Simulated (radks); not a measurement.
The numbers below are computed, except where a source is named.
Radial electron density D(r) = 4 pi r^2 rho(r) of an atom or ion with 61 electrons. Code: a radial shooting solver on a logarithmic mesh with Libxc functionals. Model: scalar-relativistic Kohn-Sham, BLYP, spin-polarised, spherical densities, finite nucleus; Fermi nuclear charge, rms radius of each element as measured or else 0.836 A^(1/3) + 0.57 fm.

```
   r/bohr * D(r) (the largest magnitude, 111, reaches the edge; | marks zero)
0.0009436 | *
  0.00131 |  *
 0.001833 |    *
 0.002565 |       *
 0.003561 |            *
 0.004983 |                   *
 0.006973 |                           *
 0.009679 |                                   *
  0.01354 |                                        *
  0.01895 |                                        *
  0.02631 |                                    *
  0.03682 |                                      *
  0.05152 |                                                *
  0.07152 |                                                      *
   0.1001 |                                             *
     0.14 |                                         *
   0.1944 |                                               *
    0.272 |                                *
   0.3807 |                   *
   0.5285 |                       *
   0.7395 |              *
    1.027 |      *
    1.437 |   *
     2.01 | *
    2.791 *
    3.905 *
    5.464 *
    7.585 *
    10.61 *
    14.85 *
    20.62 *
```

What is the nuclear charge?

Answer. Z = 63. The innermost maximum, from 1s, lies near gamma/Z bohr with gamma = sqrt(1 - (Z/c)^2) = 0.888, here 0.0141 bohr (found: 0.0154), and its height grows with Z. The density is that of the europium ion Eu2+ in [Xe] 4f6 7d1; the configuration itself is not fixed sharply by these data, and Z only to a few units. D(r) has 5 maxima, at r = 0.0154, 0.0687, 0.193, 0.528, 9.80 bohr, and minima at 0.0297, 0.126, 0.381 bohr, inside which lie 1.94, 11.13, 29.28 electrons.
